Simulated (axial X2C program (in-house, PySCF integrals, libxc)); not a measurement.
What spin–orbit coupling does to NbO

Computed with an in-house all-electron X2C program for linear molecules (integrals from PySCF). Spin-free means the one-electron spin-free X2C Hamiltonian; two-component (2c) means X2C with spin–orbit coupling and atomic mean-field two-electron Coulomb and Gaunt terms, so the difference of the two also holds small scalar two-electron terms. Basis: Nb dyall-cv3z [11s12p9d5f3g], O dyall-av3z [7s6p3d2f] (cores contracted in-house); Gaussian nuclei, density fitting, unrestricted open shells. Masses: Nb 92.906 u, O 15.995 u.

Spin-free state: M_S = 3/2, Λ = 0 (beyond evenly filled blocks: σα, δ+α, δ-α); fragments Nb + O.

```json
{"level": "PBE0", "Re (Å)": "1.668", "ωe (cm⁻¹)": "1033.3", "De (eV)": "7.403", "μ (D)": "-3.53"}
{"level": "PBEsol", "Re (Å)": "1.678", "ωe (cm⁻¹)": "1008.9", "De (eV)": "8.711", "μ (D)": "-3.19"}
```

Dipoles are positive if O is the positive end.

Two-component determinant lowest at the distance of the search:

Ω = 3/2 (⟨Sz⟩ = 1.50, ⟨Lz⟩ = 0.00 at PBE0); fragments Nb + O.

```json
{"level": "PBE0", "Re (Å)": "1.668", "ωe (cm⁻¹)": "1033.3", "μ (D)": "-3.52"}
{"level": "PBEsol", "Re (Å)": "1.677", "ωe (cm⁻¹)": "1008.9", "μ (D)": "-3.19"}
```

Question: From the two tables, how do the constants change at the PBE0 level (2c against spin-free)?

Answer: At the PBE0 level Re is unchanged within 0.001 Å and ωe is unchanged to within 0.2 cm⁻¹.

Occupations by symmetry block were frozen at the best pattern of an incomplete PBE0 search. Dissociation energies refer to the lowest single-determinant-based atoms at the same level and basis. De is not given where an atomic determinant may have missed its ground term or J level, or where the truncated virtual space spoils (T). Density functionals use the spin component along the axis (collinear). Without a current term, density functionals place determinants with orbital angular momentum somewhat too high. With several unpaired electrons one determinant need not be a pure state. This is the top spin component of a Σ state; components of lower Ω are not single determinants and can lie lower.
